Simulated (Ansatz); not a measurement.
`O[SiH]1N=C1Cl` + NH₃ → `N[SiH]1N=C1Cl` + H₂O at 600 K and 1 bar (ligand exchange at the Si–O bond).

Isolated molecules relaxed with PBE0-D4/def2-TZVP in Ansatz; ΔE leaves out vibrations. CCSD(T)/CBS is the MP2 limit (def2-TZVPP, def2-QZVPP) plus CCSD(T) − MP2 in def2-TZVPP, frozen cores. This one scheme is used for every species. One conformer a species, not always the lowest.

```json
{"species": "`O[SiH]1N=C1Cl`", "CCSD(T)/CBS energy (Eh)": "-917.98521", "H − E (kJ/mol)": "138.7", "S (J/(mol·K))": "394.8"}
{"species": "NH₃", "CCSD(T)/CBS energy (Eh)": "-56.50880", "H − E (kJ/mol)": "112.4", "S (J/(mol·K))": "219.5"}
{"species": "`N[SiH]1N=C1Cl`", "CCSD(T)/CBS energy (Eh)": "-898.10187", "H − E (kJ/mol)": "173.9", "S (J/(mol·K))": "412.1"}
{"species": "H₂O", "CCSD(T)/CBS energy (Eh)": "-76.37941", "H − E (kJ/mol)": "76.8", "S (J/(mol·K))": "212.8"}
```

H − E and S are ideal-gas, rigid-rotor, harmonic terms from PBE0-D4/def2-TZVP, for one conformer and one mirror image of each species. 1 Eh = 2625.50 kJ/mol, R = 8.31446 J/(mol·K).

Question: By hand: ΔE, ΔH, ΔS and ΔG.

Answer: ΔE = (-898.10187) + (-76.37941) − (-917.98521) − (-56.50880) = 0.01273 Eh = 33.4 kJ/mol. Δ(H − E) = 173.9 + 76.8 − 138.7 − 112.4 = -0.4, so ΔH = 33.0 kJ/mol. ΔS = 412.1 + 212.8 − 394.8 − 219.5 = 10.6 J/(mol·K). ΔG = 33.0 − 600 × (10.6)/1000 = 26.6 kJ/mol.

Question: By hand: the equilibrium constant, and the temperature at which ΔG would vanish if ΔH and ΔS stayed fixed.

Answer: log₁₀ K = −ΔG/(RT ln 10) = -2.3. ΔG = 0 at ΔH/ΔS = 3113 K, far beyond where these terms or the molecules hold.

The number of gas molecules stays the same, so ΔS is small and ΔH decides. A doubt of 5 kJ/mol in ΔE shifts log₁₀ K by 0.4 here. Other conformers and mirror images would add mixing entropy, several J/(mol·K) or more a flexible species. These are equilibria of isolated gas molecules and say nothing of rates. Largest T1 diagnostic: 0.014 (customary marks: 0.02 for closed shells, 0.045 for open ones).
